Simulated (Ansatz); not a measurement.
Consider the redistribution: `[SH][InH2]` + `C[C](=O)[Al]([CH3])[F]` → `C[C](=O)[InH2]` + `[CH3][Al]([F])[SH]`.

Isolated molecules relaxed with PBE0-D4/def2-TZVP in Ansatz; ΔE leaves out vibrations. CBS: MP2 limit from def2 TZ/QZ plus the TZ coupled-cluster correction, frozen cores. Functionals use def2-TZVPP. B3LYP here is the variant with VWN-RPA as its local correlation; programs differ in this. Elements past krypton have def2 core potentials. For In outer-core shells are correlated without core-valence functions, which leaves a few kJ/mol of doubt a bond. One conformer a species, not always the lowest.

Q: Is it downhill or uphill in electronic energy at CCSD(T)/CBS, and by how much? (An estimate is asked.)

A: Ansatz gave: Downhill: ΔE = -4.2 kcal/mol.

Q: What do these levels give: ωB97X-V, B3LYP, CCSD(T)/def2-TZVPP, HF/def2-QZVPP, MP2/def2-QZVPP, HF/CBS(def2)? (An estimate is asked.)

A: The calculation gave: ωB97X-V -3.7, B3LYP -3.8, CCSD(T)/def2-TZVPP -4.5, HF/def2-QZVPP -2.6, MP2/def2-QZVPP -4.3, HF/CBS(def2) -2.6 kcal/mol.

Largest T1 diagnostic among the species: 0.018.

In def2-TZVPP, CCSD(T) changes the Hartree–Fock value by −1.9 kcal/mol (the triples alone add −0.3 kcal/mol) and MP2 by −1.9 kcal/mol.
